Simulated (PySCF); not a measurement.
# `C=C1C[Si@@H]([SeH])[C@@H]1F`, C$_{4}$H$_{7}$FSeSi

Geometry:
| atom | x (Å) | y (Å) | z (Å) |
| --- | --- | --- | --- |
| C1 | -2.273 | 0.290 | -0.430 |
| C2 | -0.983 | 0.204 | -0.182 |
| C3 | 0.152 | -0.130 | -1.122 |
| Si4 | 1.256 | -0.575 | 0.385 |
| Se5 | 3.179 | 0.624 | 0.679 |
| C6 | -0.295 | 0.276 | 1.159 |
| F7 | -0.970 | -0.378 | 2.168 |
| H8 | -2.670 | 0.164 | -1.423 |
| H9 | -2.982 | 0.486 | 0.357 |
| H10 | 0.483 | 0.746 | -1.682 |
| H11 | -0.101 | -0.903 | -1.844 |
| H12 | 1.436 | -1.987 | 0.704 |
| H13 | 3.920 | -0.122 | -0.299 |
| H14 | -0.153 | 1.305 | 1.509 |

Method: TDDFT wB97X-D/def2-SVPD circular dichroism and optical rotation, one conformer, gas phase in PySCF 2.14.0. Geometry: GFN2-xTB.

The molecule is flexible and this is one conformer; a measurement averages over conformers. The calculation is non-relativistic, which matters for the atoms heavier than Zn.

(1) Draw the ECD and absorption spectra from the lowest 8 states, each a Gaussian of half-width 0.2 eV at 1/e height.

## Answers

(1) 
| E (eV) | λ (nm) | Δε (L mol⁻¹ cm⁻¹) | ε (L mol⁻¹ cm⁻¹) |
| --- | --- | --- | --- |
| 4.94 | 251 | +0.01 | 1.2 |
| 5.04 | 246 | +0.05 | 11.4 |
| 5.14 | 241 | +0.30 | 65.8 |
| 5.24 | 236 | +1.04 | 232 |
| 5.34 | 232 | +2.12 | 514 |
| 5.44 | 228 | +2.19 | 819 |
| 5.54 | 224 | -0.48 | 1310 |
| 5.64 | 220 | -5.57 | 2510 |
| 5.74 | 216 | -9.42 | 4720 |
| 5.84 | 212 | -8.32 | 7970 |
| 5.94 | 209 | -4.32 | 11300 |
| 6.04 | 205 | -3.20 | 11500 |
| 6.14 | 202 | -6.96 | 7930 |
| 6.24 | 199 | -13.09 | 4480 |
| 6.34 | 195 | -21.02 | 4640 |
| 6.44 | 192 | -30.72 | 7850 |
| 6.54 | 189 | -30.39 | 10400 |
| 6.64 | 187 | -4.91 | 10200 |
| 6.74 | 184 | +39.99 | 9960 |
| 6.84 | 181 | +79.88 | 11400 |

Δε uses R in velocity form, ε uses f in length form. Only the states computed contribute, so the short-wavelength end is incomplete.
